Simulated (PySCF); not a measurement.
C₂H₇NOSi, SMILES C(/CO)=N\[SiH3].

Geometry: PBE-D3(BJ)/def2-SVP. The structure was generated by enumeration; whether it is a known compound was not checked. The values are those of a single conformer.

Two levels are set side by side: TDDFT-PBE/def2-SVPD (PySCF) and TDDFT-LC-ωPBE/def2-SVPD (PySCF). Vertical, same geometry. The lowest singlet is HOMO→LUMO 100 % with PBE and HOMO→LUMO 91 % with the other functional; states are paired by order. Differences are taken from unrounded values.

```tsv
quantity	TDDFT-PBE
lowest singlet excitation (eV)	3.91
lowest triplet excitation (TDA) (eV)	3.36
first bright state (f over 0.05) (eV)	6.09
its oscillator strength	0.07
```

Question: These are the TDDFT-PBE values. What does TDDFT-LC-ωPBE give? (Estimate from the structure and the level; the computed values follow.)

Answer: 
| quantity | TDDFT-LC-ωPBE | TDDFT-PBE minus TDDFT-LC-ωPBE |
|---|---|---|
| lowest singlet excitation (eV) | 4.24 | -0.33 |
| lowest triplet excitation (TDA) (eV) | 3.61 | -0.25 |
| first bright state (f over 0.05) (eV) | 6.98 | -0.89 |
| its oscillator strength | 0.06 | 0.02 |

A lower first singlet is the usual sign of a functional without exact exchange. Differences between two approximate levels are no errors against the true value.

Rough cost on one machine, each run with all the roots and properties that it gave: TDDFT-LC-ωPBE against TDDFT-PBE about 7 times.
